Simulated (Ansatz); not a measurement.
Mulliken charges of `[NH2][Al]([OH])[F]` from ωB97M-V/def2-TZVPP in Ansatz (PBE0-D4/def2-TZVP geometry).

```
atom   x (Å)   y (Å)   z (Å)  charge (e)
  N1  -0.570   0.927  -0.531      -0.381
 Al2  -0.133  -0.630   0.152       0.748
  O3   1.368  -1.004   0.819      -0.393
  F4  -1.266  -1.822   0.147      -0.357
  H5  -1.473   1.130  -0.925       0.119
  H6   0.030   1.732  -0.587       0.106
  H7   2.105  -0.401   0.880       0.158
```

**Question.** By hand: the dipole of these point charges (1 e Å = 4.8032 D).

**Answer.** Σ q r = (0.193, 0.475, -0.092) e Å, of length 0.521 e Å = 2.50 D.

**Question.** How does the dipole of the full density compare? (Estimate.)

**Answer.** Computed: (0.232, 0.637, -0.132) e Å, 3.32 D; the point charges give 0.75 times that, at 2° from its direction.

Point charges leave out the atoms' own dipoles, such as those of lone pairs, and Mulliken's split depends on the basis, so the two needn't agree.
